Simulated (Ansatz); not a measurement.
**What each rung costs, and what it gives**

The pair of NH4⁺ (SMILES [NH4+], atoms 1–5) and AsH3 (SMILES [AsH3], atoms 6–9), both closed shells, in one local arrangement (a lower one may exist), relaxed at PBE0-D4/def2-TZVP:

```
atom    x (Å)    y (Å)    z (Å)
  N1   0.0517  -0.0724  -1.3522
  H2  -0.6488  -0.7383  -1.6845
  H3   0.9813  -0.3833  -1.6417
  H4   0.0120  -0.0165  -0.3152
  H5  -0.1383   0.8494  -1.7509
 As6  -0.0890   0.1245   2.3225
  H7   0.9557   0.8507   1.4720
  H8   0.1042  -1.1810   1.5476
  H9  -1.2289   0.5669   1.4023
```

Interaction energies are counterpoise-corrected; the time is that of the whole pair.

Program: Ansatz 0.2.0. Basis: as named in each row. Cores are frozen in the correlated methods. Filled d shells of the heavier atoms are correlated. The def2 sets are not built for correlating such inner shells, so the correlated values are less sure here. B3LYP uses VWN-RPA correlation. Extrapolation: Hartree–Fock as exp(−7.88 √X), correlation as X^−2.97.

Times are rough, for one single point on 4 threads of a shared host (Arm Neoverse V1).

The estimate by CCSD(T) at an estimated basis limit (MP2 extrapolated from triple and quadruple zeta, plus CCSD(T) − MP2 in triple zeta) is -30.5 kJ/mol.

```tsv
method	basis	time (s)	interaction energy (kJ/mol)	method less estimate
HF	STO-3G	under 1	10.9	41.4
PBE-D4	STO-3G	under 1	-9.1	21.4
SPW92	def2-SVP	under 1	-39.6	-9.1
PBE-D4	def2-SVP	under 1	-33.4	-2.9
B3LYP-D4	6-31G	under 1	-20.3	10.2
PBE0-D4	def2-SVP	under 1	-28.7	1.8
revPBE-D4	def2-TZVPPD	2	-35.7	-5.2
CCSD(T)	def2-SVP	2	-16.8	13.7
BLYP-D4	def2-TZVPPD	2	-35.4	-4.9
HSE06-D4	def2-TZVPPD	2	-34.4	-3.9
PBE-D4	def2-TZVPPD	2	-38.2	-7.7
wB97M-V	def2-SVP	3	-27.6	2.9
PBE0-D4	def2-TZVPPD	3	-34.4	-3.9
r2SCAN-D4	def2-TZVPPD	4	-32.7	-2.2
B2PLYP	def2-TZVPPD	4	-28.4	2.2
B3LYP-D4	def2-TZVPPD	4	-33.5	-3.0
wB97X-V	def2-TZVPPD	5	-29.4	1.1
B97M-V	def2-TZVPPD	6	-32.1	-1.6
wB97M-V	def2-TZVPPD	7	-32.1	-1.6
MP2	def2-QZVPPD	17	-30.3	0.3
CCSD(T)	def2-TZVPPD	65	-27.7	2.8
```

T1 diagnostic: at most 0.012.
